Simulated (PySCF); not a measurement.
C3H7O, SMILES C(O)([CH2])C, multiplicity 2. Atoms are numbered in the order given.

```xyz
11

C      1.2826    -0.6730     0.0843
C      0.0662     0.0750    -0.3355
C     -1.2209    -0.7028    -0.0860
O      0.0205     1.3598     0.2493
H      2.2182    -0.1239     0.2190
H      1.3094    -1.7656     0.0848
H      0.1332     0.2764    -1.4252
H     -2.0876    -0.1089    -0.4086
H     -1.3351    -0.9286     0.9871
H     -1.2251    -1.6579    -0.6332
H      0.0563     1.2350     1.2048
```
Charge 0, spin multiplicity 2.

The structure is a stationary point at PBE0-D3(BJ)/def2-SVP. The isomer is the one that the SMILES or the coordinates give; other isomers of the formula were not compared. One conformer was computed; it need not be the lowest.

All values below come from PySCF with SMD-M06-2X/def2-SVP.

Solvation free energies are E(SMD) − E(gas) at the gas-phase geometry, for 1 M in both phases. In vacuum the dipole moment is 1.55 D.

Q: Estimate the solvation free energies in water, 1-octanol, acetone. (An estimate is asked for; the answer gives what the named calculation found.)

A: 
```
solvent    ΔG(solv) (kcal/mol)  its non-electrostatic (CDS) part  dipole (D)
---------  -------------------  --------------------------------  ----------
water                     -3.4                               3.2        2.05
1-octanol                 -4.4                               0.9        1.93
acetone                   -4.0                              -0.8        1.82
```
